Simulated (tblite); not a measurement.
Species: C7H6BrN.
SMILES with atom numbers: `[H]/[N:1]=[CH:2]\[c:3]1[cH:4][cH:5][c:6]([Br:7])[cH:8][cH:9]1` (hydrogens: H10 on N1; H11 on C2; H12 on C4; H13 on C5; H14 on C8; H15 on C9)

Computed with GFN2-xTB (tblite), gas phase: L-BFGS steps from a force-field or distance-geometry start until the largest atomic force falls under 0.01 eV/Å.

Step 5: E = -680.4836 eV
```
atom  x, y, z in Å  |  force x, y, z in eV/Å
N1      3.0359   -0.7705    0.0411   -0.109   0.035   0.018
C2      2.1994    0.1335    0.3008   -0.032   0.018  -0.011
C3      0.7370    0.1200    0.1267    0.049  -0.079   0.012
C4      0.0797   -0.9974   -0.3855   -0.015  -0.021  -0.020
C5     -1.2901   -1.0083   -0.5450   -0.007  -0.049  -0.004
C6     -2.0275    0.1092   -0.1900   -0.005   0.078   0.020
Br7    -3.9223    0.0831   -0.4230    0.110   0.043   0.035
C8     -1.4028    1.2361    0.3250    0.105  -0.037  -0.005
C9     -0.0287    1.2303    0.4810    0.047   0.008  -0.012
H10     2.6363   -1.6285   -0.3381    0.065  -0.020  -0.011
H11     2.6148    1.0514    0.7091   -0.045   0.036   0.005
H12     0.6396   -1.8756   -0.6681    0.029  -0.051  -0.016
H13    -1.7776   -1.8850   -0.9396   -0.073  -0.010  -0.024
H14    -1.9691    2.1105    0.6029   -0.087  -0.022  -0.014
H15     0.4708    2.0992    0.8809   -0.032   0.071   0.025
```

Step 6: E = -680.4855 eV
```
atom  x, y, z in Å  |  force x, y, z in eV/Å
N1      3.0348   -0.7689    0.0421   -0.001  -0.079  -0.021
C2      2.1984    0.1328    0.3003   -0.073   0.091   0.021
C3      0.7383    0.1179    0.1269   -0.045  -0.010   0.013
C4      0.0794   -0.9985   -0.3858   -0.013  -0.047  -0.027
C5     -1.2906   -1.0097   -0.5453   -0.035  -0.016   0.002
C6     -2.0270    0.1105   -0.1896    0.086   0.004   0.005
Br7    -3.9168    0.0848   -0.4216    0.035   0.046   0.027
C8     -1.4006    1.2365    0.3253    0.053   0.000   0.002
C9     -0.0262    1.2305    0.4806    0.023   0.011  -0.001
H10     2.6375   -1.6276   -0.3380    0.065  -0.022  -0.008
H11     2.6125    1.0506    0.7082   -0.035   0.065   0.018
H12     0.6401   -1.8768   -0.6686    0.018  -0.040  -0.011
H13    -1.7809   -1.8865   -0.9410   -0.039   0.038   0.000
H14    -1.9727    2.1104    0.6026   -0.020  -0.072  -0.027
H15     0.4693    2.1021    0.8819   -0.019   0.031   0.008
```

Question: Estimate the geometry and energy of step 7. (The exact step hangs on the optimiser's Hessian estimate; all steps are aligned on step 6, rigid shifts and turns removed.)

Answer: E = -680.4866 eV, largest force 0.097 eV/Å
```
atom  x, y, z in Å  |  force x, y, z in eV/Å
N1      3.0336   -0.7684    0.0427    0.038  -0.077  -0.023
C2      2.1970    0.1333    0.3002   -0.047   0.075   0.027
C3      0.7384    0.1167    0.1274   -0.085  -0.021  -0.013
C4      0.0791   -1.0003   -0.3866   -0.023  -0.005  -0.005
C5     -1.2916   -1.0107   -0.5454    0.012  -0.021  -0.002
C6     -2.0252    0.1112   -0.1894    0.096  -0.014   0.004
Br7    -3.9130    0.0866   -0.4202   -0.005   0.049   0.023
C8     -1.3983    1.2368    0.3255    0.007   0.007  -0.002
C9     -0.0242    1.2306    0.4804   -0.004   0.035   0.016
H10     2.6394   -1.6278   -0.3383    0.051  -0.021  -0.006
H11     2.6105    1.0514    0.7081   -0.034   0.060   0.016
H12     0.6406   -1.8781   -0.6691    0.014  -0.041  -0.012
H13    -1.7836   -1.8868   -0.9418   -0.030   0.052   0.008
H14    -1.9751    2.1089    0.6020    0.016  -0.080  -0.028
H15     0.4681    2.1044    0.8827   -0.006   0.001  -0.004
```

The energy changes by -0.0011 eV. The first-order estimate −F·Δx gives -0.0015 eV and the mean of the old and new forces, exact on a quadratic surface, -0.0011 eV. The step makes an angle of 48° with the force vector and moves no atom by more than 0.004 Å.

What follows is the cost of the whole relaxation. On one thread, Arm Neoverse V2 (aarch64) (shared host), this took 0.14 s of wall time.
